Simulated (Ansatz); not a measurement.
Constitutional and geometric isomers with formula H4B2N2. Gas-phase values, no solvent. One relaxed conformer stands for each flexible species; it need not be the lowest. Strings in code marks are SMILES.

Quantity: vertical ionisation energy (energy after one electron is removed minus that of the parent at the parent's geometry), in eV.

A: `BNB=N`
B: `B=NBN`
C: `N=BBN`

Problem. Rank these by vertical ionisation energy (energy after one electron is removed minus that of the parent at the parent's geometry) (lowest first), as frozen-core MP2/cc-pVTZ // PBE0-D4/def2-TZVP (Ansatz, an electronic-structure program) gives it.

Solution. B (10.46 eV), A (10.48 eV), C (10.81 eV)
